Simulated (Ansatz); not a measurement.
Reaction (ligand exchange at a B–O bond): `[CH3][AlH][O]BN` + `CNC` → `CN(C)BN` + `[CH3][AlH][OH]`

Computed with Ansatz on PBE0-D4/def2-TZVP structures; ΔE is electronic, products minus reactants. CBS: MP2 limit from def2 TZ/QZ plus the TZ coupled-cluster correction, frozen cores. One conformer a species, not always the lowest.

`[CH3][AlH][O]BN`:

Z-matrix (Å, degrees):
```
C
Al 1 1.943
H 1 1.095 2 110.9
H 1 1.092 2 112.5 3 -121.1
H 1 1.095 2 110.9 3 117.8
O 2 1.679 1 119.9 3 123.7
H 2 1.584 1 123.3 3 -57.8
B 6 1.353 2 170.5 1 -89.8
N 8 1.403 6 121.3 2 -179.7
H 8 1.205 6 120.5 2 0.4
H 9 1.006 8 123.1 6 0.5
H 9 1.003 8 122.4 6 179.8
```

`CNC`:

Z-matrix (Å, degrees):
```
C
N 1 1.445
H 1 1.094 2 109.4
H 1 1.092 2 110.0 3 117.9
H 1 1.104 2 114.0 3 -120.2
C 2 1.445 1 112.8 3 65.3
H 2 1.011 1 109.8 3 -171.9
H 6 1.104 2 114.0 1 54.9
H 6 1.094 2 109.4 1 -65.3
H 6 1.092 2 110.0 1 176.8
```

`CN(C)BN`:

Cartesian coordinates in Å:
```
C 0.637 0.606 1.102
N 0.005 0.274 -0.146
C -0.089 1.391 -1.048
B -0.479 -1.006 -0.488
N -0.407 -2.137 0.354
H 0.682 -0.256 1.766
H 1.665 0.962 0.948
H 0.091 1.401 1.626
H -0.576 1.081 -1.972
H -0.672 2.213 -0.610
H 0.903 1.791 -1.298
H -0.986 -1.143 -1.566
H -0.005 -2.155 1.274
H -0.769 -3.023 0.059
```

`[CH3][AlH][OH]`:

Cartesian coordinates in Å:
```
C -0.061 1.110 -0.609
Al -0.250 -0.663 0.158
O 0.927 -1.166 1.278
H 0.084 1.054 -1.693
H 0.787 1.650 -0.183
H -0.963 1.709 -0.448
H -1.428 -1.669 -0.198
H 0.903 -2.025 1.696
```

```json
{"species": "`[CH3][AlH][O]BN`", "HF/def2-QZVPP energy (Eh)": "-438.12768"}
{"species": "`CNC`", "HF/def2-QZVPP energy (Eh)": "-134.30400"}
{"species": "`CN(C)BN`", "HF/def2-QZVPP energy (Eh)": "-214.72459"}
{"species": "`[CH3][AlH][OH]`", "HF/def2-QZVPP energy (Eh)": "-357.69088"}
```

**Question.** Work out ΔE.

**Answer.** ΔE = (-214.72459) + (-357.69088) − (-438.12768) − (-134.30400) = 0.01621 Eh = +42.6 kJ/mol. CCSD(T)/CBS gives +17.0 kJ/mol.

Largest T1 diagnostic among the species: 0.012.

The D4 term adds −5.1 kJ/mol with B3LYP and −2.7 kJ/mol with PBE0; it sums over pairs of atoms, weighted by their polarisabilities, and B3LYP, whose exchange is more repulsive, gets the larger term. In def2-TZVPP, CCSD(T) changes the Hartree–Fock value by −24.4 kJ/mol (the triples alone add −3.3 kJ/mol) and MP2 by −28.2 kJ/mol.

B3LYP here is the variant with VWN-RPA as its local correlation; programs differ in this.
